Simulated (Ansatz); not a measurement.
Relaxation of GaH₆NO (9 atoms, charge 0, multiplicity 1), to a largest force component of 0.03 eV/Å in at most 50 steps.

The calculation used RHF/def2-SVP in Ansatz 0.2.0.

```xyz
9
Properties=species:S:1:pos:R:3
Ga 0.073 -0.306 0.150
N 0.010 -0.142 2.041
H -0.755 -0.524 2.565
H 0.855 -0.209 2.579
H 1.482 -0.220 -0.526
H -1.288 -0.606 -0.568
O -0.399 2.578 0.738
H -1.291 2.892 0.732
H -0.316 2.037 1.543
```

Where does it end, and by what steps?

The forces met the threshold. After 8 steps the energy has fallen by 0.255 eV; H8 moved furthest, 0.49 Å. Joined: Ga1–O7 (2.98 → 2.22 Å).

```csv
step,energy less start (eV),largest force component (eV/Å),accepted
0,0.0000,1.006,yes
1,-0.0745,1.113,yes
2,-0.1629,1.065,yes
3,-0.2152,0.996,yes
4,-0.2398,0.695,yes
5,-0.2333,0.611,no
6,-0.2529,0.441,yes
7,-0.2527,0.131,no
8,-0.2553,0.020,yes
```

```xyz
9
Properties=species:S:1:pos:R:3
Ga 0.001 0.029 0.275
N 0.031 -0.153 2.138
H -0.707 -0.657 2.594
H 0.895 -0.371 2.600
H 1.381 0.060 -0.483
H -1.369 -0.316 -0.436
O -0.343 2.192 0.634
H -1.138 2.620 0.348
H -0.380 2.096 1.582
```

Whether the end is a true minimum wasn't checked by a vibrational analysis.

Run time: 18 s on 1 thread of Arm Neoverse V1 (shared host), peak memory 0.17 GiB.
